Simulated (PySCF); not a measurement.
MoO2F2, SMILES [O]=[Mo](=[O])([F])[F], multiplicity 1.

The structure is a stationary point at B3LYP-D3(BJ)/def2-SVP. The multiplicity is an assumed one; other spin states were not compared. The def2 effective core potentials stand for the cores of Mo; spin–orbit coupling is left out.

Two levels are set side by side: PBE/def2-TZVPD (PySCF) and PBE0/def2-TZVPD (PySCF). Same geometry, gas phase. Differences are taken from unrounded values.

```tsv
quantity	PBE0	PBE	PBE minus PBE0
orbital gap (eV)	6.69	4.31	-2.38
highest occupied level (eV)	-10.11	-8.43	1.68
lowest empty level (eV)	-3.42	-4.12	-0.70
dipole moment (D)	0.92	0.95	0.02
mean polarisability (bohr³)	41.9	44.0	2.1
```

PBE's occupied levels lie high since its potential decays too fast outside the molecule; exact exchange lowers them and widens the gap. PBE's more diffuse valence density responds more strongly to a field. Differences between two approximate levels are no errors against the true value.

Rough cost on one machine, each run with all the roots and properties that it gave: PBE0 against PBE within a factor of 2.
